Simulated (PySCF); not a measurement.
Mg(SH)(SeH), SMILES [Mg]([SH])[SeH] (H₂MgSSe), singlet (CAM-B3LYP/def2-SVP optimised geometry):

```
5

Mg     0.068    -0.714     0.000
S      2.363    -0.758     0.042
H      2.473    -0.717    -1.304
Se    -2.346    -0.714     0.000
H     -2.363     0.758     0.000
```

Method: CAM-B3LYP/def2-TZVP in PySCF.

What are the frontier orbital energies and the dipole moment?

HOMO-2 -9.08 eV, HOMO-1 -8.58 eV, HOMO -8.25 eV, LUMO -0.75 eV, LUMO+1 0.33 eV; dipole moment 0.84 D.

Meta-Löwdin charges at CAM-B3LYP/def2-TZVP: Mg1 1.32, S2 -0.76, H3 0.09, Se4 -0.71, H5 0.06.
